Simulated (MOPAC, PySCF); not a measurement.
H₃Ga, SMILES `[GaH3]`, neutral singlet in the gas phase. 

Z-matrix (Å, degrees):
```
Ga
H 1 1.5693
H 1 1.5693 2 120.02
H 1 1.5694 2 119.98 3 -179.90
```
Charge 0, multiplicity 1.

All levels are single points at this geometry (B3LYP-D3(BJ)/def2-TZVP); Pople sets use spherical d functions. Orbital energies aren't observables, and empty levels follow the basis.

B3LYP/6-311+G** (LANL2DZ on Ga) in PySCF gives gap (eV) = 6.45.

Estimate the gap (eV) from each of these levels: ωB97X-D3(BJ)/def2-TZVP in PySCF; B3LYP/3-21G in PySCF; B3LYP/6-31G* in PySCF; B3LYP/LANL2DZ in PySCF; SVWN5/6-31G* in PySCF; HF/6-31G* in PySCF; PM6 in MOPAC; PM7 in MOPAC.


```csv
level,gap (eV)
ωB97X-D3(BJ)/def2-TZVP in PySCF,11.19
B3LYP/3-21G in PySCF,6.27
B3LYP/6-31G* in PySCF,6.30
B3LYP/LANL2DZ in PySCF,6.49
SVWN5/6-31G* in PySCF,4.51
HF/6-31G* in PySCF,12.46
PM6 in MOPAC,11.44
PM7 in MOPAC,11.95
```
